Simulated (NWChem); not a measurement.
System: TiH₃O₃ cation; SMILES [OH][Ti+]([OH])[OH]

Output (shortened):

```
             Northwest Computational Chemistry Package (NWChem) 7.3.0
             --------------------------------------------------------

                             Geometry "geometry" -> ""
                             -------------------------

 Output coordinates in angstroms (scale by  1.889725989 to convert to a.u.)

  No.       Tag          Charge          X              Y              Z
 ---- ---------------- ---------- -------------- -------------- --------------
    1 Ti                  22.0000     0.00000047    -0.00000012     0.26979900
    2 O                    8.0000     1.62936547    -0.27199712    -0.16797700
    3 H                    1.0000     2.53015347    -0.12265512    -0.63471200
    4 O                    8.0000    -1.05024253    -1.27507312    -0.16797700
    5 H                    1.0000    -1.37128353    -2.12986912    -0.63470600
    6 O                    8.0000    -0.57912153     1.54707488    -0.16797700
    7 H                    1.0000    -1.15889153     2.25248988    -0.63471200

 Effective nuclear repulsion energy (a.u.)     231.6567025957

                                Z-matrix (autoz)
                                --------

 Units are Angstrom for bonds and degrees for angles

[...]

      ----------------------
      Optimization converged
      ----------------------

  Step       Energy      Delta E   Gmax     Grms     Xrms     Xmax
  ---- ---------------- -------- -------- -------- -------- --------
@   24   -1076.10255760 -4.3D-09  0.00001  0.00000  0.00003  0.00006
                                     ok       ok       ok       ok

                                Z-matrix (autoz)
                                --------

 Units are Angstrom for bonds and degrees for angles

[...]

 Rotational Constants
 --------------------
 A=   0.208389 cm-1  (  0.299819 K)
 B=   0.208386 cm-1  (  0.299814 K)
 C=   0.111653 cm-1  (  0.160641 K)

 Temperature                      =   298.15K
 frequency scaling parameter      =   1.0000

 Zero-Point correction to Energy  =   24.803 kcal/mol  (  0.039526 au)
 Thermal correction to Energy     =   28.927 kcal/mol  (  0.046098 au)
 Thermal correction to Enthalpy   =   29.519 kcal/mol  (  0.047042 au)

 Total Entropy                    =   78.122 cal/mol-K
   - Translational                =   39.608 cal/mol-K (mol. weight =  96.9562)
   - Rotational                   =   25.301 cal/mol-K (symmetry #  =        1)
   - Vibrational                  =   13.213 cal/mol-K

 Cv (constant volume heat capacity) =   21.481 cal/mol-K
   - Translational                  =    2.979 cal/mol-K
   - Rotational                     =    2.979 cal/mol-K
   - Vibrational                    =   15.522 cal/mol-K

[normal modes left out]

 ----------------------------------------------------------------------------
 Normal Eigenvalue ||           Projected Infra Red Intensities
  Mode   [cm**-1]  || [atomic units] [(debye/angs)**2] [(KM/mol)] [arbitrary]
 ------ ---------- || -------------- ----------------- ---------- -----------
    1       -0.000 ||    0.008022           0.185         7.820       0.445
    2       -0.000 ||    0.002228           0.051         2.172       0.124
    3       -0.000 ||    0.010306           0.238        10.047       0.572
    4       -0.000 ||    0.004821           0.111         4.700       0.268
    5        0.000 ||    0.003511           0.081         3.423       0.195
    6        0.000 ||    0.002095           0.048         2.042       0.116
    7      132.410 ||    0.000549           0.013         0.536       0.030
    8      216.315 ||    0.029008           0.669        28.278       1.610
    9      216.344 ||    0.028950           0.668        28.222       1.607
   10      231.261 ||    0.017270           0.398        16.836       0.959
   11      371.100 ||    0.339187           7.825       330.657      18.828
   12      371.188 ||    0.339263           7.827       330.730      18.832
   13      486.655 ||    0.031862           0.735        31.060       1.769
   14      486.682 ||    0.031909           0.736        31.107       1.771
   15      556.931 ||    0.502847          11.601       490.201      27.913
   16      866.938 ||    0.021997           0.507        21.444       1.221
   17      942.543 ||    0.260533           6.011       253.980      14.462
   18      942.549 ||    0.260541           6.011       253.988      14.463
   19     3837.936 ||    0.859292          19.825       837.680      47.699
   20     3837.998 ||    0.859304          19.825       837.693      47.700
   21     3861.138 ||    0.169617           3.913       165.351       9.415
 ----------------------------------------------------------------------------
```

Level: PBE0/def2-SVP. This spin state was assumed; another may lie lower. The printed entropy takes a lower symmetry number than the molecule has.

Reconstruct the input file.

One answer among several that fit: the input that was run:
```
start job
memory heap 200 mb stack 900 mb global 1100 mb
charge 1
geometry units angstroms noautosym
  Ti     0.000000     0.000000     0.565048
  O      1.629365    -0.271997     0.127272
  H      2.530153    -0.122655    -0.339463
  O     -1.050243    -1.275073     0.127272
  H     -1.371284    -2.129869    -0.339457
  O     -0.579122     1.547075     0.127272
  H     -1.158892     2.252490    -0.339463
end
basis spherical
  * library def2-svp
end
dft
  xc pbe0
  grid fine
  iterations 150
end
driver
  maxiter 120
  tight
end
task dft optimize
task dft freq
```
